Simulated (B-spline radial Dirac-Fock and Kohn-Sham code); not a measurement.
Method: Dirac-Fock (average of configuration) total-energy differences with a finite nucleus, the Breit interaction including its frequency dependence, and self-energy and vacuum-polarisation corrections. Computed with a radial atomic solver. Free neutral atoms up to Cf, the lines Kα1, Kβ1, Lα1, Lβ1, Lβ2, Lγ1, Lℓ and Mα1 where both subshells are closed (so no Lα of most 3d metals and no Mα of most lanthanides); Na, Y were not searched.

Question: Nb Lβ1 is computed at 2258.9 eV. Which of the searched lines of other elements lie within 54 eV and could overlap it in an energy-dispersive spectrum?

Answer: Ru Lℓ at 2250.9 eV (-8); Tl Mα1 at 2272.6 eV (+14); Mo Lα1 at 2294.5 eV (+36).
